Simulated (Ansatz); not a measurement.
# Isomers

Structures of CH₄OSn, closed shell, relaxed at PBE0-D4/def2-TZVP (vibrations not checked; lower isomers may exist, and structures with a doubtful reference or unclear bonds are left out). Ansatz 0.2.0; basis: def2-TZVPP; cores frozen in the correlated methods. Filled d shells of the heavier atoms are correlated. Core potentials replace the inner electrons of the atoms past krypton. The def2 sets are not built for correlating such inner shells, so the correlated values are less sure here. B3LYP uses VWN-RPA correlation.

**Question.** Rank them by CCSD(T) energy, lowest first, and give each one's height above the lowest. Links in brackets join atoms within 1.22 times the sum of their covalent radii (1.1 for two metals). (To be estimated.)
A.
CH₄OSn ([CH2]1[O][SnH2]1)
```
7
angstrom
C -0.8254 -0.5123 -0.5690
O -0.2933 -1.0745 0.4766
Sn 0.7376 0.8621 0.2009
H -0.5561 -0.8624 -1.5736
H -1.8128 -0.0393 -0.4916
H 0.4326 1.4304 1.7898
H 2.3174 0.1960 0.1669
```
B.
CH₄OSn ([OH][CH][SnH2])
```
7
angstrom
C -0.4052 -0.5388 0.1768
O -1.1670 -1.1054 1.1056
Sn 0.7746 1.1405 0.4599
H -1.9278 -1.5560 0.7204
H -0.7271 -0.7454 -0.8501
H 1.5674 1.0406 1.9829
H 1.9619 0.9803 -0.7780
```
C.
CH₄OSn ([CH3][Sn][OH])
```
7
angstrom
C -0.7731 0.4864 -0.2267
Sn 1.3104 0.3534 -0.9038
O 1.8212 -1.0576 0.3957
H -1.2597 -0.4877 -0.3423
H -1.3489 1.2296 -0.7817
H -0.7987 0.7489 0.8360
H 1.1102 -1.3411 0.9771
```

**Answer.** The calculation gives: C (0.00 kcal/mol), A (58.11 kcal/mol), B (71.95 kcal/mol). Heights count from the lowest.

**Question.** Do PBE-D4, r2SCAN-D4, PBE0-D4, B3LYP-D4, wB97M-V, HF, MP2 give the same order? (A judgement: the text doesn't fix the answer.)

**Answer.** Computed: All do.

The T1 diagnostic stays at or below 0.026. The T1 diagnostic is large here, which may signal multireference character or strong orbital relaxation, so CCSD(T) is less sure. The restricted Hartree–Fock reference is unstable towards an unrestricted one at one or more of these structures. A large double-excitation amplitude points to some diradical character; no triplet was computed.

For scale, one of the runs: CCSD(T)/def2-TZVPP, 168 basis functions, launched by `ansatz run in.yaml --threads 2 --pin off --events-out ev --progress --plain --max-ram 4352MiB`. Time: 42 s of wall clock on 2 CPU threads of an Arm Neoverse V2; the host was shared. Peak host memory: 1.6 GiB.
